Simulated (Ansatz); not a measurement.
## Ansatz (development build ahead of 0.2.0) run

```yaml
crystal:
  periodic: [false, false, false]
  atoms:
    - { symbol: Li, position_ang: [1.34, 0.0, 3.8] }
    - { symbol: Li, position_ang: [-1.34, 0.0, 3.8] }
    - { symbol: Li, position_ang: [1.34, 0.0, 0.0] }
    - { symbol: Li, position_ang: [-1.34, 0.0, 0.0] }
basis:
  gaussian: { orbitals: def2-SVP }
hamiltonian:
  xc: hf
```

The input is written out in the form of the current development build from the run's settings.

The run gave:

- Converged: yes
- Total energy: -29.70231 hartree
- Spin squared of the determinant: 0.000

Caution: stretched shape with no unrestricted run beside it, a lower state can exist.
